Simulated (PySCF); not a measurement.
cyclobutane (C₄H₈), singlet, at a GFN2-xTB geometry; TPSS/3-21G (PySCF).

The PySCF input:
```python
from pyscf import gto, scf, dft

mol = gto.M(
    atom='''
C    -0.00613316    1.08295583    0.05853653
C     0.00685792   -1.08220991    0.07093756
C    -1.08294605   -0.00683358   -0.05863980
C     1.08222129    0.00608767   -0.07083428
H    -0.01505399    1.84231484   -0.72076860
H    -0.00362364    1.57729882    1.02791527
H     0.00710304   -1.85049784   -0.69961794
H     0.01523239   -1.56535126    1.04591487
H    -1.84243222   -0.00692746    0.72059245
H    -1.57713057   -0.01535111   -1.02806518
H     1.85038317    0.01511046    0.69979409
H     1.56552182    0.00340356   -1.04576496
''',
    basis='3-21g',
    verbose=4,
)

mf = dft.RKS(mol)
mf.xc = 'tpss'
mf.kernel()
```

Task: What does PySCF print? Leave out banner, timings and long lists.

Result: 
```
PySCF version 2.14.0

[INPUT] verbose = 4
[INPUT] num. atoms = 12
[INPUT] num. electrons = 32
[INPUT] charge = 0
[INPUT] spin (= nelec alpha-beta = 2S) = 0
[INPUT] symmetry False subgroup None
[INPUT] Mole.unit = angstrom
[INPUT] Symbol           X                Y                Z      unit          X                Y                Z       unit  Magmom
[INPUT]  1 C     -0.006133160000   1.082955830000   0.058536530000 AA   -0.011589992678   2.046489923701   0.110618009982 Bohr   0.0
[INPUT]  2 C      0.006857920000  -1.082209910000   0.070937560000 AA    0.012959590584  -2.045080339190   0.134052560345 Bohr   0.0
[INPUT]  3 C     -1.082946050000  -0.006833580000  -0.058639800000 AA   -2.046471442180  -0.012913594650  -0.110813161999 Bohr   0.0
[INPUT]  4 C      1.082221290000   0.006087670000  -0.070834280000 AA    2.045101844274   0.011504029037  -0.133857389431 Bohr   0.0
[INPUT]  5 H     -0.015053990000   1.842314840000  -0.720768600000 AA   -0.028447918182   3.481470482822  -1.362055253186 Bohr   0.0
[INPUT]  6 H     -0.003623640000   1.577298820000   1.027915270000 AA   -0.006847687174   2.980662786400   1.942478339558 Bohr   0.0
[INPUT]  7 H      0.007103040000  -1.850497840000  -0.699617940000 AA    0.013422800252  -3.496934111699  -1.322086298432 Bohr   0.0
[INPUT]  8 H      0.015232390000  -1.565351260000   1.045914870000 AA    0.028785045323  -2.958085170143   1.976492653910 Bohr   0.0
[INPUT]  9 H     -1.842432220000  -0.006927460000   0.720592450000 AA   -3.481692298874  -0.013091002139   1.361722377929 Bohr   0.0
[INPUT] 10 H     -1.577130570000  -0.015351110000  -1.028065180000 AA   -2.980344839979  -0.029009393608  -1.942761628402 Bohr   0.0
[INPUT] 11 H      1.850383170000   0.015110460000   0.699794090000 AA    3.496717416805   0.028554631016   1.322419173689 Bohr   0.0
[INPUT] 12 H      1.565521820000   0.003403560000  -1.045764960000 AA    2.958407481831   0.006431796249  -1.976209365067 Bohr   0.0

nuclear repulsion = 127.617879510509
number of shells = 36
number of NR pGTOs = 84
number of NR cGTOs = 52
basis = 3-21g
ecp = {}

******** <class 'pyscf.dft.rks.RKS'> ********
method = RKS
initial guess = minao
damping factor = 0
level_shift factor = 0
DIIS = <class 'pyscf.scf.diis.CDIIS'>
diis_start_cycle = 1
diis_space = 8
diis_damp = 0
SCF conv_tol = 1e-09
SCF conv_tol_grad = None
SCF max_cycles = 50
direct_scf = True
direct_scf_tol = 1e-13
XC library pyscf.dft.libxc version 7.1.2
    S. Lehtola, C. Steigemann, M. J. T. Oliveira, and M. A. L. Marques,  SoftwareX 7, 1–5 (2018)
XC functionals = tpss
    J. Tao, J. P. Perdew, V. N. Staroverov, and G. E. Scuseria,  Phys. Rev. Lett. 91, 146401 (2003)
    J. P. Perdew, J. Tao, V. N. Staroverov, and G. E. Scuseria,  J. Chem. Phys. 120, 6898 (2004)
    J. Tao, J. P. Perdew, V. N. Staroverov, and G. E. Scuseria,  Phys. Rev. Lett. 91, 146401 (2003)
    J. P. Perdew, J. Tao, V. N. Staroverov, and G. E. Scuseria,  J. Chem. Phys. 120, 6898 (2004)
radial grids:
    Treutler-Ahlrichs [JCP 102, 346 (1995); DOI:10.1063/1.469408] (M4) radial grids

becke partition: Becke, JCP 88, 2547 (1988); DOI:10.1063/1.454033
pruning grids: <function nwchem_prune>
grids dens level: 3
symmetrized grids: False
atomic radii adjust function: <function treutler_atomic_radii_adjust>
small_rho_cutoff = 0
Set gradient conv threshold to 3.16228e-05
Initial guess from minao.
tot grids = 134936
init E= -156.469004828596
  HOMO = -0.355175611993026  LUMO = 0.0253290281915652  gap/eV = 10.35406
cycle= 1 E= -156.343884807424  delta_E= 0.125  |g|= 0.376  |ddm|= 3.11
  HOMO = -0.188973256294141  LUMO = 0.127176371171251  gap/eV = 8.60287
cycle= 2 E= -156.31945232979  delta_E= 0.0244  |g|= 0.483  |ddm|=  1.1
  HOMO = -0.263745684051675  LUMO = 0.0911159375619803  gap/eV = 9.65628
cycle= 3 E= -156.382754643739  delta_E= -0.0633  |g|= 0.0183  |ddm|= 0.645
  HOMO = -0.26287940675724  LUMO = 0.0918872876639196  gap/eV = 9.65369
cycle= 4 E= -156.382876769155  delta_E= -0.000122  |g|= 0.00178  |ddm|= 0.0523
  HOMO = -0.263038350932807  LUMO = 0.0916971480236182  gap/eV = 9.65284
cycle= 5 E= -156.382878041575  delta_E= -1.27e-06  |g|= 5.73e-05  |ddm|= 0.00545
  HOMO = -0.263036948396611  LUMO = 0.0917035492154836  gap/eV = 9.65298
cycle= 6 E= -156.38287804268  delta_E= -1.11e-09  |g|= 7.9e-06  |ddm|= 0.000107
  HOMO = -0.263037516489275  LUMO = 0.0917031088987033  gap/eV = 9.65298
cycle= 7 E= -156.382878042703  delta_E= -2.27e-11  |g|= 7.3e-07  |ddm|= 1.52e-05
  HOMO = -0.26303780168882  LUMO = 0.0917029291431906  gap/eV = 9.65299
Extra cycle  E= -156.382878042702  delta_E= 2.84e-13  |g|= 6.28e-07  |ddm|= 2.27e-06
converged SCF energy = -156.382878042702
```
